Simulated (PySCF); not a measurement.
## Computed spin Hamiltonian

Species: C₄H₆Cl₃ (doublet state).
Structure used (GFN2-xTB), in Å, numbered top down from 1:
```xyz
13
C4H6Cl3 angstrom
C      1.3913   -0.4414    0.4119
C      0.0540   -0.0572   -0.0994
C     -0.9502   -1.0861   -0.4599
C     -0.3246    1.3152   -0.0995
Cl    -1.1647    1.6668    1.6879
Cl     0.9834    2.4742   -0.1637
Cl    -1.5893    1.7581   -1.2287
H      1.5700    0.0059    1.3917
H      2.1781   -0.0672   -0.2466
H      1.4791   -1.5207    0.4895
H     -1.9501   -0.7757   -0.1612
H     -0.9721   -1.2327   -1.5436
H     -0.7092   -2.0388    0.0040
```

The hyperfine couplings belong to this conformer and change with its torsions.

The species is `C[C](C(Cl)(Cl)Cl)C` [radical].

Method used: PySCF 2.14.0, UKS B3LYP, pcH-1 on C Cl H, non-relativistic, mean-field spin-orbit, GIAO. Isolated species at its GFN2-xTB geometry, gas phase. Couplings are sensitive to structure, and on GFN2-xTB geometries they can be far from those on DFT ones. The SCF solution wasn't tested for stability.

```
g1, g2, g3                      : 2.00223, 2.00366, 2.01204
g_iso                           : 2.00598
Form of g                       : close to axial: the two nearest values differ by 15 % of g3 − g1
⟨S²⟩                            : 0.7567 (exact 0.7500)
HOMO–LUMO gap, α and β orbitals : 4.89, 4.63 eV
Total energy                    : -1536.59489 Eh
Basis functions                 : 265
```

Hyperfine couplings atom by atom, in MHz; T1 to T3 are the principal values of the dipolar part:

| atom | isotope | a_iso | of which spin–orbit | T1 | T2 | T3 | Mulliken spin population |
| --- | --- | --- | --- | --- | --- | --- | --- |
| C1 | 13C | -26.5 | 0.0 | -2.2 | 0.8 | 1.4 | -0.06 |
| C2 | 13C | 73.3 | -0.2 | -68.1 | -68.1 | 136.2 | 0.77 |
| C3 | 13C | -26.7 | 0.0 | -2.3 | 0.8 | 1.5 | -0.06 |
| C4 | 13C | -22.1 | 0.0 | -3.7 | -2.1 | 5.8 | -0.03 |
| Cl5 | 35Cl | 37.3 | 1.8 | -42.6 | -40.2 | 82.8 | 0.21 |
| Cl6 | 35Cl | 3.3 | 0.0 | -4.7 | -2.3 | 7.1 | 0.01 |
| Cl7 | 35Cl | 5.9 | 0.0 | -5.8 | -3.3 | 9.1 | 0.01 |
| H8 | 1H | 86.8 | 0.0 | -4.5 | -2.6 | 7.1 | 0.04 |
| H9 | 1H | 91.3 | 0.0 | -4.6 | -3.4 | 7.9 | 0.03 |
| H10 | 1H | 1.9 | 0.0 | -3.9 | -3.1 | 7.0 | 0.00 |
| H11 | 1H | 47.4 | 0.0 | -4.0 | -3.0 | 7.0 | 0.02 |
| H12 | 1H | 113.0 | 0.0 | -4.8 | -3.2 | 8.0 | 0.04 |
| H13 | 1H | 17.6 | 0.0 | -3.9 | -3.1 | 7.0 | 0.01 |

The largest Mulliken spin populations are on C2 (+0.77), Cl5 (+0.21), C1 (-0.06) and C3 (-0.06). The angles at C2 add up to 359.6°, so it is planar.

Under fast tumbling the dipolar parts average out, and these isotropic splittings remain: 3 × 1H (H8/H9/H10, I = 1/2, 4 lines) with 2.14 mT, 3 × 1H (H11/H12/H13, I = 1/2, 4 lines) with 2.11 mT and 3 × 35Cl (Cl5/Cl6/Cl7, I = 3/2, 10 lines) with 0.55 mT.

Nuclei that the bonding pattern makes equivalent are averaged, as if the motion that swaps them (rotation, inversion, ring flip) were fast. C1 and C3, with what hangs on them, aren't averaged: C2 is flat or nearly so (angle sum 360°), and its turn about the short C2–C4 bond (1.42 Å) is taken as slow. The three 1H nuclei of mean +59.3 MHz run from 17.6 to 113.0 MHz in the frozen geometry. The three 1H nuclei of mean +60.0 MHz run from 1.9 to 91.3 MHz in the frozen geometry.

Main isotope only: 35Cl (natural samples also hold 24 % 37Cl, magnetic too, which adds its own pattern).

The 13C coupling of C2 (73.3 MHz) shows only in satellite lines or after enrichment, since that isotope makes up about 1.07 % of natural carbon.
